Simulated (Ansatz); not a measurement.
Cost against result

Saddle point of Si2H7Cl2O2F, singlet (Si₂H₅Cl₂OF ([OH2][Si]([F])([SiH3])([Cl])[Cl]) + H₂O → SiHCl₂OF ([OH][Si]([F])([Cl])[Cl]) + SiH₄ + H₂O; bonds formed: Si2–H8, O9–H14; bonds broken: Si1–Si2, O5–H14, H8–O9), PBE0-D4/def2-TZVP structure:

```xyz
14
angstrom
Si -0.5013 -0.4334 -0.9176
Si -0.3210 -0.7232 1.5888
Cl -2.0127 -1.4091 -1.9144
Cl 0.8034 -2.1882 -0.8591
O 0.5896 0.4673 -1.8384
H 0.3826 2.3888 0.4377
F -1.4205 0.8968 -0.5859
H 0.5008 0.6682 0.6215
O 1.0633 1.7101 0.3167
H -0.8111 0.3188 2.5403
H 0.8413 -1.4413 2.1571
H -1.4567 -1.6548 1.3455
H 1.2727 -0.0927 -2.2216
H 1.0697 1.4928 -0.6706
```

Barriers are electronic and count from the start structure reached by relaxing down the imaginary mode.

Ansatz 0.2.0; basis: as named in each row; cores frozen in the correlated methods. B3LYP uses VWN-RPA correlation. Extrapolation: Hartree–Fock as exp(−7.88 √X), correlation as X^−2.97.

Times are rough, for one single point on 4 threads of a shared host (AMD EPYC 7R13), with one NVIDIA H100 (or a share of it) where marked.

The estimate by CCSD(T) at an estimated basis limit (MP2 extrapolated from triple and quadruple zeta, plus CCSD(T) − MP2 in triple zeta) is 141.5 kJ/mol.

```csv
method,basis,time (s),barrier (kJ/mol),method less estimate
HF,STO-3G,under 1,342.3,200.8
PBE-D4,STO-3G,1,170.1,28.6
SPW92,def2-SVP,2,90.5,-51.0
PBE-D4,def2-SVP,2,109.0,-32.5
B3LYP-D4,6-31G,2,219.6,78.1
PBE0-D4,def2-SVP,3,132.2,-9.3
CAM-B3LYP-D4,def2-TZVPP,9 (H100),144.0,2.5
BHLYP-D4,def2-TZVPP,10 (H100),159.0,17.5
wB97M-V,def2-SVP,10,141.5,0.0
B2PLYP,def2-TZVPP,10 (H100),142.3,0.7
PBE-D4,def2-TZVPP,11 (H100),104.8,-36.7
r2SCAN0-D4,def2-TZVPP,11 (H100),127.8,-13.7
BLYP-D4,def2-TZVPP,12 (H100),120.7,-20.8
r2SCAN-D4,def2-TZVPP,12 (H100),111.4,-30.1
B3LYP-D4,def2-TZVPP,12 (H100),135.7,-5.8
CCSD(T),def2-SVP,13 (H100),159.7,18.2
SPW92,def2-TZVPP,13 (H100),87.1,-54.4
wB97X-V,def2-TZVPP,13 (H100),139.9,-1.6
wB97M-V,def2-TZVPP,13 (H100),135.3,-6.2
PBE-QIDH,def2-TZVPP,13 (H100),137.1,-4.4
PBE0-D4,def2-TZVPP,15 (H100),123.8,-17.7
B97M-V,def2-TZVPP,16 (H100),122.9,-18.6
RPA on PBE,def2-TZVPP,19 (H100),137.2,-4.4
MP2,def2-QZVPP,23 (H100),135.4,-6.1
CCSD(T),def2-TZVPP,26 (H100),141.6,0.1
```

All methods are single points on the PBE0-D4 structures.

The T1 diagnostic stays at or below 0.012.

Labels in which every atom is bracketed show which atoms are joined, not bond orders.
